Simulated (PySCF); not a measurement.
Calculation: TPSSh-D3(BJ)/def2-TZVP // CAM-B3LYP-D3(BJ)/def2-TZVP in PySCF. All species are isolated molecules in the gas phase. One relaxed conformer stands for a flexible species; it need not be the lowest. 

Reference species (SMILES): `[H]/N=C\B=C` (neutral, multiplicity 1).

```
Quantity         Result
-------------  --------
HOMO           -6.32 eV
HOMO–LUMO gap   4.37 eV
```

Changed species: `NC1=CB1`.

**Question.** Predict the effect on the HOMO and HOMO–LUMO gap.

**Answer.** the HOMO falls by 0.16 eV, to -6.48 eV; the HOMO–LUMO gap rises by 2.43 eV, to 6.80 eV.
